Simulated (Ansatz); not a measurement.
Conformers of CH8O2Si2, SMILES `C[SiH2][SiH](O)O`, each relaxed with PBE0-D4/def2-TZVP in Ansatz. CBS adds the triple-zeta coupled-cluster correction to the MP2 limit.

Not all of them had a frequency check.

Conformer A:

Z-matrix (Å, degrees):
```
C
Si 1 1.880
H 1 1.093 2 111.1
H 1 1.092 2 110.3 3 -120.0
H 1 1.092 2 110.8 3 119.9
Si 2 2.345 1 111.1 3 62.5
H 2 1.491 1 110.1 3 -58.5
H 2 1.491 1 110.1 3 -176.7
O 6 1.651 2 103.9 1 56.7
O 6 1.651 2 113.2 1 -65.3
H 6 1.487 2 114.6 1 177.4
H 9 0.959 6 117.6 2 172.3
H 10 0.958 6 117.4 2 52.0
```

Conformer B:

```xyz
13

C     0.044   -1.775    1.282
Si   -0.652   -0.967   -0.262
Si    0.336    1.118   -0.636
O     0.242    1.904    0.810
O    -0.488    1.885   -1.843
H    -0.118   -1.132    2.149
H    -0.437   -2.737    1.470
H     1.118   -1.946    1.182
H    -2.126   -0.783   -0.135
H    -0.408   -1.828   -1.455
H     1.773    1.064   -1.053
H     0.711    2.733    0.914
H     0.007    2.464   -2.423
```

Task: Which is lowest in electronic energy at CCSD(T)/CBS (frozen core, def2 sets), and by how much? (Estimate.)

Result: Ansatz gave: A; B lies 2.7 kJ/mol higher.

Task: Give the energies relative to A (kJ/mol) with ωB97M-V/def2-TZVPP, B2PLYP/def2-TZVPP, r2SCAN/def2-TZVPP, B3LYP/def2-TZVPP, CCSD(T)/def2-TZVPP, HF/CBS(def2), CCSD/CBS(def2). (Estimate.)

Result: Computed: 
| level | B |
| --- | --- |
| ωB97M-V/def2-TZVPP | 3.1 |
| B2PLYP/def2-TZVPP | 3.0 |
| r2SCAN/def2-TZVPP | 3.5 |
| B3LYP/def2-TZVPP | 2.9 |
| CCSD(T)/def2-TZVPP | 3.2 |
| HF/CBS(def2) | 1.6 |
| CCSD/CBS(def2) | 2.4 |

B3LYP here is the variant with VWN-RPA as its local correlation; programs differ in this.
